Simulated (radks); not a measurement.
Question: Cl2+, configuration [He] 2s2 2p5.5 3s2 3p3 3d0.5 (fractional occupations, a model configuration). Calculated with a radial shooting solver on a logarithmic mesh with Libxc functionals: Dirac Kohn-Sham, exchange-only PBE, spin-unpolarised, spherical densities, point nucleus; open shells fill j = l - 1/2 first. Some entries of the table are withheld. Estimate them.

orbital  occ.  eigenvalue (eV)  r(max) (bohr)  <r^2> (bohr^2)
1s1/2       2        -2800.953        0.05945         0.01113
2s1/2       2        -292.5199         0.3594          0.2289
2p1/2       2        -233.9432         0.2971             (1)
2p3/2     3.5        -232.1841         0.2989             (2)
3s1/2       2         -46.5345          1.214             (3)
3p1/2       2              (4)          1.293             (5)
3p3/2       1              (6)          1.298             (7)
3d3/2     0.5              (8)          1.530           5.364
3d5/2       0              (9)          1.531           5.372

Answer: 
(1) 2p1/2 <r^2> (bohr^2): 0.1972
(2) 2p3/2 <r^2> (bohr^2): 0.1992
(3) 3s1/2 <r^2> (bohr^2): 2.260
(4) 3p1/2 eigenvalue (eV): -33.1117
(5) 3p1/2 <r^2> (bohr^2): 2.779
(6) 3p3/2 eigenvalue (eV): -32.9314
(7) 3p3/2 <r^2> (bohr^2): 2.801
(8) 3d3/2 eigenvalue (eV): -14.5165
(9) 3d5/2 eigenvalue (eV): -14.5067
